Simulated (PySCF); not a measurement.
# KF: one state, many levels of theory

State: ¹Σ⁺ (singlet), closed shell. Set-up: PySCF, no relativity, basis sets K def2-SVPD, F def2-SVPD. De refers to K + F in their high-spin ground configurations, without counterpoise correction. A positive dipole means K(−)F(+).

| Level | Re (Å) | ωe (cm⁻¹) | De (eV) | μ (D) |
| --- | --- | --- | --- | --- |
| RHF | 2.244 | 417 | 3.21 | -9.44 |
| RHF-MP2 | 2.253 | 406 | 5.27 | n/a |
| RHF-SCS-MP2 | 2.255 | 406 | 5.11 | n/a |
| RHF-CCSD | 2.245 | 413 | 4.90 | n/a |
| RHF-CCSD(T) | 2.249 | 410 | 4.98 | n/a |
| PBE | 2.233 | 405 | 5.19 | -8.88 |
| r²SCAN | 2.229 | 414 | 5.08 | -9.08 |
| PBE0 | 2.218 | 420 | 4.92 | -9.02 |
| M06 | 2.220 | 424 | 5.49 | -9.03 |
| MN15 | 2.211 | 424 | 5.16 | -9.10 |
| CAM-B3LYP | 2.220 | 422 | 5.14 | -9.10 |
| B2PLYP | 2.238 | 411 | 5.07 | -9.27 |

Task: Which functional lies closest to RHF-CCSD(T) in De, which farthest, and by how much do they differ from it?

Result: Closest is PBE0 (-3.1 pm in Re, +2.4 % in ωe, -0.06 eV in De against RHF-CCSD(T) in the same basis), farthest M06 (-2.9 pm in Re, +3.4 % in ωe, +0.51 eV in De). CCSD(T) converges more slowly with the basis than the functionals do and binds too weakly in this one, so the order can change at the basis-set limit.

Task: What does second-order correlation do here, going from RHF to RHF-MP2?

Result: RHF-MP2 less RHF: +0.9 pm in Re, -2.6 % in ωe, +2.06 eV in De. Correlation nearly always deepens the well. The bond lengthens, as in strong covalent bonds, where excitations into antibonding orbitals dominate.

Task: What does the triples do here, going from RHF-CCSD to RHF-CCSD(T)?

Result: RHF-CCSD(T) less RHF-CCSD: +0.4 pm in Re, -0.7 % in ωe, +0.08 eV in De. Correlation nearly always deepens the well. The bond lengthens, as in strong covalent bonds, where excitations into antibonding orbitals dominate.

Correlated steps freeze 6 core orbitals. Correlated levels converge slowly with the basis: in double zeta they bind strong bonds too weakly, by up to about 1 eV, and carry superposition errors of some tenths. Where the molecule has an RHF reference, its open-shell atoms are computed with UHF. B2PLYP dipoles, levels and charges come from its SCF part alone.

The whole job (state search and all levels along the bond) took about 1.6 min on 1 thread of Arm Neoverse V1 (shared host), peak memory 0.57 GiB.
